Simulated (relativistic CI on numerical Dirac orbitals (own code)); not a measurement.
# Ag2+: L-alpha,beta X-ray emission

Computed with this model: Dirac-Coulomb-Breit CI, separate exchange-only KLI orbitals for each configuration, model QED, valence Slater integrals scaled by 0.8, multiplet model of X-ray emission after core ionisation; configurations [Kr] 4d9 → [He] 2s2 2p5 3s2 3p6 3d10 4s2 4p6 4d9 → [Ar] 3d9 4s2 4p6 4d9; 80 K; Lorentzian 2.8 eV and Gaussian 0.6 eV FWHM. Energies are those of the free ion, without screening or charge transfer. S is read from ⟨S²⟩ = S(S + 1).

Field parameters in Wybourne normalisation: D3d B²₀ = −7Dσ, B⁴₀ = −14Dq − 21Dτ, B⁴₃ = −14√(10/7) Dq. The field is a parameter set, without covalency.

free ion: ground-state S = 0.50, centroid 3041.86 eV. Peaks (eV, height): 2985.2 (100), 3151.6 (64).

D3d, 10Dq = 27500, Dσ = -1200, Dτ = 0 cm⁻¹: ground-state S = 0.50, centroid 3041.88 eV. Peaks (eV, height): 2985.0 (100), 3151.8 (56).

Strongest unbroadened transitions for free ion:

```
Energy (eV)  Relative strength
    2977.63                7.2
    2983.06               20.6
    2983.34               16.1
    2983.94               10.7
    2983.99                7.2
    2984.53               49.6
    2984.82               11.2
    2985.37              100.0
    2986.06               29.1
    2986.34               11.6
    2986.38               17.1
    3151.01               22.4
    3151.30               66.9
    3151.66               26.9
    3151.78                7.6
    3152.15               18.7
    3152.26               23.0
    3152.56                6.8
```
